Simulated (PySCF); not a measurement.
# Electric properties by functional and basis

Compound: germanium difluoride, GeF2 (singlet state).
InChI=1S/F2Ge/c1-3-2

PySCF, dipoles from the SCF density, polarisabilities from static response with core orbitals frozen. Isolated species at its PBE0-D3(BJ)/def2-SVP geometry, gas phase. The LDA/def2-SVPD calculation is non-relativistic and has no spin–orbit coupling, an omission that weighs most on germanium.

Reference dipole: 2.610 D (measured, gas; NIST CCCBDB Release 22 (SRD 101), experimental dipoles). The anisotropy is √(½[(α1 − α2)² + (α2 − α3)² + (α3 − α1)²]).

```csv
level,μ (D),error (%),α (au),anisotropy (au)
LDA/def2-SVPD,2.498,-4.3,30.48,5.67
PBE/def2-SVPD,2.452,-6.0,30.92,5.53
B3LYP/def2-SVPD,2.682,+2.8,29.61,4.69
PBE0/def2-SVPD,2.604,-0.2,29.56,4.23
BHandHLYP/def2-SVPD,2.816,+7.9,28.42,3.49
CAM-B3LYP/def2-SVPD,2.722,+4.3,29.26,4.38
wB97X-D/def2-SVPD,2.667,+2.2,29.36,4.15
LC-wPBE/def2-SVPD,2.585,-1.0,29.26,4.04
HF/def2-SVPD,2.791,+6.9,27.85,2.60
PBE0/6-31G*,2.176,-16.6,24.79,4.13
PBE0/def2-SVP,2.340,-10.3,24.14,3.72
PBE0/aug-cc-pVDZ,2.562,-1.8,29.60,4.79
PBE0/def2-TZVP,2.492,-4.5,27.03,3.93
PBE0/def2-TZVPD,2.532,-3.0,30.24,4.23
PBE0/aug-cc-pVTZ,2.522,-3.4,30.25,4.22
```

For the dipole, the smallest error is 0.2% (PBE0/def2-SVPD) and the largest 16.6% (PBE0/6-31G*). The dipole runs from 2.18 D (PBE0/6-31G*) to 2.82 D (BHandHLYP/def2-SVPD). No reference polarisability is at hand; against PBE0 in the largest diffuse basis at hand (aug-cc-pVTZ) the other PBE0 rows deviate by 6-31G* -18%, def2-SVP -20%, aug-cc-pVDZ -2%, def2-SVPD -2%, def2-TZVP -11%, def2-TZVPD 0%. In one basis (def2-SVPD) the functionals order the polarisability from HF (lowest) to PBE (highest), a spread of 11%. With PBE0 the polarisability is 25.32 au without diffuse functions (mean of 6-31G*, def2-SVP and def2-TZVP) and 29.91 au with them (mean of aug-cc-pVDZ, def2-SVPD, def2-TZVPD and aug-cc-pVTZ). Measured values can belong to vibrating molecules; the computed ones are for one fixed geometry.
